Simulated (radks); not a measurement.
Effect of the nuclear size on the rhenium ion Re+, [Xe] 4f14 5d5 6s1. All-electron calculation, Dirac Kohn-Sham, PBE, spin-unpolarised, spherical densities, finite nucleus; open shells fill j = l - 1/2 first; Fermi nuclear charge, rms radius 5.3698 fm. Program: a radial shooting solver on a logarithmic mesh with Libxc functionals. The rms radius is varied about that value; shifts are against it.

rms radius (fm)  total energy shift (eV)  density at nucleus (e/bohr^3)  1s1/2 shift (meV)  2s1/2 shift (meV)  5s1/2 shift (meV)  5p1/2 shift (meV)  6s1/2 shift (meV)  5d5/2 shift (meV)  6p1/2 (empty) shift (meV)
4.3979                             -21.7                      1.661e+06              -8780              -1250              -12.1              0.311              -1.22              0.435                      0.126
4.908                              -10.7                      1.597e+06              -4310               -613              -5.92              0.153             -0.601              0.214                      0.062
5.3698                                 0                      1.547e+06              0.000              0.000              0.000              0.000              0.000              0.000                      0.000
5.6276                              6.22                      1.521e+06               2520                358               3.45             -0.089              0.350             -0.125                     -0.036
6.4545                              27.4                      1.448e+06              11100               1580               15.2             -0.390               1.54             -0.549                     -0.158

Slopes of the eigenvalues against <r^2> in GHz/fm^2, as finite differences over the two radii next to the reference (eigenvalue slopes, not the field-shift constants of lines): 1s1/2 218000, 2s1/2 31000, 5s1/2 299, 5p1/2 -7.70, 6s1/2 30.3, 5d5/2 -10.8, 6p1/2 (empty) -3.12.
